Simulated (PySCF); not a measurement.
Mg(OSiH3)2 (H₆MgO₂Si₂), SMILES [SiH3][O][Mg][O][SiH3].

Coordinates come from a PBE0-D3(BJ)/def2-SVP optimisation. The structure was generated by enumeration; whether it is a known compound was not checked. The values are those of a single conformer.

Calculation: PBE/def2-TZVP run with PySCF.

Symmetry labels are those of the subgroup C2 that the program uses (full group D3).

Computed valence orbital energies around the gap with their symmetry:
```tsv
orbital	symmetry	energy (eV)
HOMO−7	A	-8.68
HOMO−6	B	-8.68
HOMO−5	B	-8.65
HOMO−4	A	-8.65
HOMO−3	A	-6.85
HOMO−2	B	-6.85
HOMO−1	B	-6.78
HOMO	A	-6.78
LUMO	A	-2.42
LUMO+1	B	-0.28
LUMO+2	A	-0.28
LUMO+3	B	-0.13
```
